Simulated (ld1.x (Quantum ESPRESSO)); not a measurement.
As (Z = 33): excitation energies, all-electron against ultrasoft

ld1.x (Quantum ESPRESSO) 7.5 input, shortened:

```
&input
   title='As', zed=33., rel=1, dft='PBE', iswitch=3,
   config='[Ar] 3d10 4s2 4p2'
 /
 &inputp
   pseudotype=3, tm=.true., lloc=-1, rcloc=0.60,
   nlcc=.false.,
   which_augfun='PSQ', rmatch_augfun=0.50
 /
6
3S  1  0   2.00   0.00  0.80  0.90  0.0
4S  2  0   2.00   0.00  0.80  0.90  0.0
3P  2  1   6.00   0.00  1.15  1.35  0.0
4P  3  1   2.00   0.00  1.15  1.35  0.0
3D  3  2  10.00   0.00  0.55  0.60  0.0
3D  3  2   0.00  -2.95  0.55  0.60  0.0
 &test
   configts(1)='3s2 3p6 3d10 4s2 4p2'
 /
```

Energies are relative to the spin-unpolarised reference configuration 3s2 3p6 3d10 4s2 4p2; without spin polarisation the order of configurations can differ from experiment.

```json
{"valence configuration": "3s2 3p6 3d10 4s2 4p3", "charge": "0", "ΔE all-electron (eV)": "-9.149", "error AE − PS (meV)": "+1.1"}
{"valence configuration": "3s2 3p6 3d10 4s2 4p0", "charge": "+3", "ΔE all-electron (eV)": "45.621", "error AE − PS (meV)": "-4.7"}
{"valence configuration": "3s2 3p6 3d10 4s0 4p5", "charge": "0", "ΔE all-electron (eV)": "9.907", "error AE − PS (meV)": "+1.1"}
{"valence configuration": "3s2 3p6 3d10 4s2 4p2.5", "charge": "+0.5", "ΔE all-electron (eV)": "-5.594", "error AE − PS (meV)": "+0.5"}
{"valence configuration": "3s1 3p6 3d10 4s2 4p3", "charge": "+1", "ΔE all-electron (eV)": "192.122", "error AE − PS (meV)": "-37"}
```

Task: What are ΔE and the potential's error for 3s2 3p6 3d10 4s1 4p4?

Result: ΔE = 0.268 eV all-electron; the error (AE − PS) is +0.8 meV.

Task: What are ΔE and the potential's error for 3s2 3p6 3d10 4s2 4p1?

Result: ΔE = 17.918 eV all-electron; the error (AE − PS) is -1.6 meV.

Levels in the configuration 3s1 3p6 3d10 4s2 4p3:

```json
{"level": "3s", "all-electron (eV)": "-212.866", "pseudo (eV)": "-212.824"}
{"level": "3p", "all-electron (eV)": "-156.003", "pseudo (eV)": "-155.945"}
{"level": "3d", "all-electron (eV)": "-62.290", "pseudo (eV)": "-62.244"}
{"level": "4s", "all-electron (eV)": "-26.229", "pseudo (eV)": "-26.214"}
{"level": "4p", "all-electron (eV)": "-15.248", "pseudo (eV)": "-15.243"}
```
